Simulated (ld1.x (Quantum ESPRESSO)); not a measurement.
Varying the RRKJ potential for Nd (Z = 60)

Base potential:

```
Element                 : Nd (Z = 60)
Generator               : ld1.x (Quantum ESPRESSO) 7.5
Type                    : norm-conserving RRKJ (Kleinman–Bylander form)
Functional              : LDA (PZ)
Relativity              : scalar-relativistic
Frozen core             : [Kr] 4d10
Valence charge          : 14
Reference configuration : 4f4 5s2 5p6 5d1 6s1 6p0
Partial waves           : 5p (bound): rc 2.75 bohr; 5d (bound): rc 2.75 bohr; 4f (bound): rc 0.80 bohr; 5s (bound): rc 1.45 bohr
Local potential         : the s channel
Core correction         : a·sin(br)/r model core inside 0.35 bohr
rho0                    : 0.005
```

Occupied shells without a wave of their own: 6s. They enter only through the test configuration that unscreens the potential, and ld1.x also counts them in the model core charge.

Cutoffs, loose and tight: the cutoffs (Ry, on a coarse ladder) from which the occupation-weighted sum of valence levels, in a spherical-Bessel basis at the reference potential, stays within 10 and 1 mRy of its value at 400 Ry. They do not see the model core or the augmentation charge, which bear on the density cutoff. Test errors are all-electron minus pseudo excitation energies from the reference, over the configurations 4f4 5s2 5p6 5d0 6s2 6p0; 4f4 5s2 5p6 5d0 6s1 6p0; 4f4 5s2 5p6 5d0 6s0 6p0; 4f2 5s2 5p6 5d0 6s0 6p0; 4f4 5s1 5p6 5d0 6s2 6p0; 4f4 5s2 5p6 5d0 6s0 6p2; 4f4 5s2 5p5 5d0 6s2 6p0 (two spin-polarised tests are not counted in the largest error). A dash means not determined; rows that change the core or the reference have their own tests. The largest error is taken over the tests solved by every variant that gives reliable tests at all: 4f2 5s2 5p6 5d0 6s0 6p0; 4f4 5s1 5p6 5d0 6s2 6p0; 4f4 5s2 5p5 5d0 6s2 6p0; 4f4 5s2 5p6 5d0 6s0 6p0; 4f4 5s2 5p6 5d0 6s0 6p2; 4f4 5s2 5p6 5d0 6s1 6p0.

With those shells counted twice in exchange and correlation these files are broken, and their errors move erratically; no question is asked of them.

Cutoffs are not given where the Bessel-basis levels miss the radial ones by over 6 mRy, ghosts where they miss by over 20 mRy; a channel whose overlap is not positive is not tested.

```csv
change,outcome,"cutoff, loose","cutoff, tight",bound ghosts,largest test error (meV)
base,generated,300 Ry,over 300 Ry,none,-1343
wave 4f (bound): rc 0.80 bohr becomes 4f (bound): rc 0.54 bohr,generated,–,–,not determined,-1456
wave 4f (bound): rc 0.80 bohr becomes 4f (bound): rc 0.64 bohr,generated,over 300 Ry,over 300 Ry,none,-1433
wave 4f (bound): rc 0.80 bohr becomes 4f (bound): rc 0.70 bohr,generated,over 300 Ry,over 300 Ry,none,-1405
wave 4f (bound): rc 0.80 bohr becomes 4f (bound): rc 0.82 bohr,generated,300 Ry,over 300 Ry,none,-1325
wave 4f (bound): rc 0.80 bohr becomes 4f (bound): rc 0.90 bohr,generated,260 Ry,over 300 Ry,none,-1228
wave 4f (bound): rc 0.80 bohr becomes 4f (bound): rc 1.02 bohr,generated,200 Ry,260 Ry,none,-1030
wave 4f (bound): rc 0.80 bohr becomes 4f (bound): rc 1.10 bohr,generated,180 Ry,230 Ry,none,-857
wave 4f (bound): rc 0.80 bohr becomes 4f (bound): rc 1.22 bohr,generated,140 Ry,200 Ry,none,-546
```

Reading the sweep of the f radius (base included, trends over the rows without a ghost): The loose cutoff falls from 300 Ry at 0.8 to 140 Ry at 1.22 bohr. A larger radius leaves more room for a smooth pseudo-wave, so fewer plane waves are needed; a smaller one forces it to follow the all-electron wave where it bends sharply. The median size of the test errors (rows with all tests solved) stays near 49.8 meV.
